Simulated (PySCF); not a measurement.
## Molecular orbitals of IO⁺

BHandHLYP at R = 1.839 Å; I def2-SVP with ECP28, O def2-SVP; scalar-relativistic core potentials (PySCF 2.14). State: ³Σ⁻ (triplet), unpaired electrons π ↑↑. Only the outer orbitals are listed, counted within each symmetry, core potentials removing the inner ones.

| spin | orbital | occ. | ε (eV) | on I (%) | main shells (%) |
| --- | --- | --- | --- | --- | --- |
| α | 5σ | 1 | -40.28 | 13 | 84 O s, 9 I s |
| α | 6σ | 1 | -30.13 | 84 | 83 I s, 11 O s |
| α | 3π | 1 | -22.58 | 13 | 86 O p, 12 I p |
| α | 3π | 1 | -22.58 | 13 | 86 O p, 12 I p |
| α | 7σ | 1 | -21.89 | 35 | 60 O p, 28 I p |
| α | 4π | 1 | -17.49 | 88 | 88 I p, 12 O p |
| α | 4π | 1 | -17.49 | 88 | 88 I p, 12 O p |
| α | 8σ | 0 | -8.83 | 84 | 73 I p, 20 O p |
| α | 9σ | 0 | 0.48 | 102 | 101 I s |
| α | 2δ | 0 | 3.80 | 100 | 100 I d |
| β | 5σ | 1 | -37.48 | 23 | 73 O s, 16 I s |
| β | 6σ | 1 | -28.26 | 77 | 75 I s, 19 O s |
| β | 7σ | 1 | -20.71 | 38 | 56 O p, 32 I p |
| β | 3π | 1 | -18.28 | 57 | 56 I p, 42 O p |
| β | 3π | 1 | -18.28 | 57 | 56 I p, 42 O p |
| β | 4π | 0 | -11.10 | 47 | 53 O p, 44 I p |
| β | 4π | 0 | -11.10 | 47 | 53 O p, 44 I p |
| β | 8σ | 0 | -8.13 | 80 | 67 I p, 23 O p, 8 I d |

Q: Which are the highest filled and the lowest empty level, where do they sit, and how wide is the gap?

A: Highest filled α 4π at -17.49 eV (in %: 88 I p, 12 O p); lowest empty β 4π at -11.10 eV (in %: 53 O p, 44 I p); the gap at BHandHLYP is 6.39 eV. Both belong to one degenerate shell, split only by its one-sided filling, so this is no excitation gap.

| Quantity | Value |
| --- | --- |
| bond order (Mayer) | 1.89 |
| ⟨S²⟩ | 2.020 |
| charge on I (Mulliken, basis-dependent) | 1.12 |
| charge on I (Löwdin, basis-dependent) | 1.09 |
| dipole moment (positive dipole points towards O; it is taken about the centre of mass and depends on that origin) | -1.68 D |

Shares are Mulliken populations and can fall outside 0 to 100 %.

Spin–orbit coupling is left out. The state was picked by a PBE0 search and need not be the measured ground state.
